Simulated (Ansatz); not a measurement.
`N[SiH2]C(O)Cl` and `N[SiH2]CO` differ in one atom or group.

Ansatz, PBE0-D4/def2-TZVP geometries, multiplicity 1. Each molecule was computed in one conformer, which needn't be the lowest.

```
                                        property  `N[SiH2]C(O)Cl`
             LUMO energy (B3LYP/def2-TZVPP) / eV            -0.33
             HOMO–LUMO gap (PBE/def2-TZVPP) / eV             5.40
size of the dipole moment (B3LYP/def2-TZVPP) / D             2.96
               HOMO energy (PBE/def2-TZVPP) / eV            -6.34
            HOMO–LUMO gap (PBE0/def2-TZVPP) / eV             7.64
  size of the dipole moment (PBE/def2-TZVPP) / D             2.86
```

Task: What does the change do to each property? (Best estimate.)

Result: Ansatz gave: 
```tsv
property	`N[SiH2]CO`	shift
LUMO energy (B3LYP/def2-TZVPP) / eV	-0.05	0.28
HOMO–LUMO gap (PBE/def2-TZVPP) / eV	5.20	-0.20
size of the dipole moment (B3LYP/def2-TZVPP) / D	2.61	-0.35
HOMO energy (PBE/def2-TZVPP) / eV	-5.79	0.55
HOMO–LUMO gap (PBE0/def2-TZVPP) / eV	7.56	-0.08
size of the dipole moment (PBE/def2-TZVPP) / D	2.50	-0.36
```

With PBE0 the HOMO rises by 0.40 eV and the LUMO rises by 0.31 eV, so the gap narrows by about 0.09 eV. PBE moves the HOMO by 0.55 eV and ωB97M-V by 0.31 eV. Dipoles are sizes alone; their direction can turn.

Positive LUMOs are unbound, so they and the gaps depend on the basis.

B3LYP here is the variant with VWN-RPA as its local correlation; programs differ in this.
